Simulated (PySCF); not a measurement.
EPR parameters of C5H7FNO

Compound: C5H7FNO (doublet state).
Cartesian coordinates in Å at the GFN2-xTB level; atoms count from 1:
```
atom  x, y, z in Å
C1    -2.3003   -0.0321   -0.2185
N2    -1.1457   -0.0696    0.6462
C3     0.1099   -0.0637    0.0934
C4     0.4848   -0.2497   -1.1882
O5     1.8421   -0.2735   -1.3459
C6     2.4042   -0.2247   -0.1020
F7     3.5425    0.5237   -0.0711
C8     1.3508    0.0575    0.9378
H9    -2.3662    0.8931   -0.8036
H10   -2.2482   -0.8735   -0.9084
H11   -3.1970   -0.1339    0.3891
H12   -1.2308    0.4755    1.4923
H13   -0.0867   -0.4054   -2.0810
H14    1.3608   -0.6701    1.7552
H15    1.4753    1.0545    1.3828
```

The hyperfine couplings belong to this conformer and change with its torsions.

The species is `CNC1=CO[C](F)C1` [radical].

Computed with UKS B3LYP, pcH-1 on C F H N O, non-relativistic, mean-field spin-orbit, GIAO (PySCF). Isolated species at its GFN2-xTB geometry (one conformer only). Couplings are sensitive to structure, and on GFN2-xTB geometries they can be far from those on DFT ones. Stability of the SCF solution: not tested.

* g1, g2, g3: 2.00196, 2.00424, 2.00439
* g_iso: 2.00353
* Form of g: close to axial: the two nearest values differ by 6 % of g3 − g1
* ⟨S²⟩: 0.7539 (exact 0.7500)
* α and β electrons: 31, 30
* Basis functions: 270

Isotropic coupling and dipolar principal values T1 to T3, in 10⁻⁴ cm⁻¹ (1 × 10⁻⁴ cm⁻¹ = 2.998 MHz):

| atom | isotope | a_iso | T1 | T2 | T3 | Mulliken spin population |
| --- | --- | --- | --- | --- | --- | --- |
| C1 | 13C | 0.7 | -0.1 | -0.1 | 0.2 | 0.00 |
| N2 | 14N | 1.0 | -0.2 | -0.1 | 0.4 | 0.01 |
| C3 | 13C | 3.0 | -1.9 | -1.0 | 2.9 | 0.06 |
| C4 | 13C | 0.3 | -2.7 | 0.6 | 2.2 | -0.03 |
| O5 | 17O | -18.0 | -17.0 | 8.2 | 8.8 | 0.09 |
| C6 | 13C | 126.6 | -23.8 | -23.0 | 46.8 | 0.78 |
| F7 | 19F | 95.1 | -69.0 | -59.7 | 128.7 | 0.05 |
| C8 | 13C | 8.0 | -1.8 | -1.0 | 2.8 | -0.05 |
| H9 | 1H | 0.4 | -0.2 | -0.2 | 0.4 | 0.00 |
| H10 | 1H | 0.3 | -0.3 | -0.2 | 0.5 | 0.00 |
| H11 | 1H | 0.0 | -0.2 | -0.2 | 0.4 | 0.00 |
| H12 | 1H | 0.0 | -0.5 | -0.2 | 0.7 | 0.00 |
| H13 | 1H | 0.6 | -1.0 | -0.5 | 1.4 | 0.00 |
| H14 | 1H | 28.2 | -2.0 | -1.8 | 3.9 | 0.03 |
| H15 | 1H | 26.9 | -1.6 | -0.7 | 2.3 | 0.06 |

The Mulliken spin populations are largest on C6 (+0.78) and O5 (+0.09). No atom but C6 exceeds +0.15. The angles at C6 add up to 340.7°, so it is pyramidal.

Axes: g3 points within 12° of the O5–C6 bond.

Under fast tumbling the dipolar parts average out, and these isotropic splittings remain: 1 × 19F (F7, I = 1/2, 2 lines) with 10.17 mT, 2 × 1H (H14/H15, I = 1/2, 3 lines) with 2.95 mT, 1 × 14N (N2, I = 1, 3 lines) with 0.11 mT and 1 × 1H (H13, I = 1/2, 2 lines) with 0.07 mT.

Nuclei that the bonding pattern makes equivalent are averaged, as if the motion that swaps them (rotation, inversion, ring flip) were fast.

The 13C coupling of C6 (379.7 MHz) shows only in satellite lines or after enrichment, since that isotope makes up about 1.07 % of natural carbon.

The 17O coupling of O5 (-53.9 MHz) shows only in satellite lines or after enrichment, since that isotope makes up about 0.038 % of natural oxygen.
